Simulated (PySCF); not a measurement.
Stepwise substitution at one centre (Ge F-OH). Isolated molecules, 0 K electronic values unless said otherwise. One relaxed conformer stands for each flexible species; it need not be the lowest. Strings in code marks are SMILES.

The HOMO–LUMO gap from two functionals at the same geometries (r2SCAN-D4/def2-TZVP), both in PySCF: PBE-D3(BJ)/def2-TZVP and r2SCAN-D4/def2-TZVP. 

```json
[
 {"species": "0 of 4 F replaced by OH (`[F][Ge]([F])([F])[F]`)", "PBE-D3(BJ)/def2-TZVP (eV)": "7.56"},
 {"species": "1 of 4 F replaced by OH (`[OH][Ge]([F])([F])[F]`)", "PBE-D3(BJ)/def2-TZVP (eV)": "6.40"},
 {"species": "3 of 4 F replaced by OH", "PBE-D3(BJ)/def2-TZVP (eV)": "6.33"},
 {"species": "4 of 4 F replaced by OH (`[OH][Ge]([OH])([OH])[OH]`)", "PBE-D3(BJ)/def2-TZVP (eV)": "6.12"}
]
```

Question: What does r2SCAN-D4/def2-TZVP give for each?

Answer: 
- 0 of 4 F replaced by OH (`[F][Ge]([F])([F])[F]`): 8.52
- 1 of 4 F replaced by OH (`[OH][Ge]([F])([F])[F]`): 7.27
- 3 of 4 F replaced by OH: 7.26
- 4 of 4 F replaced by OH (`[OH][Ge]([OH])([OH])[OH]`): 7.06
Over these rows, drawn at random from the members with no instability flagged (it was tested for open shells, ions and some series alone), PBE minus r2SCAN-D4: mean -0.92 eV, from -0.95 eV to -0.88 eV.
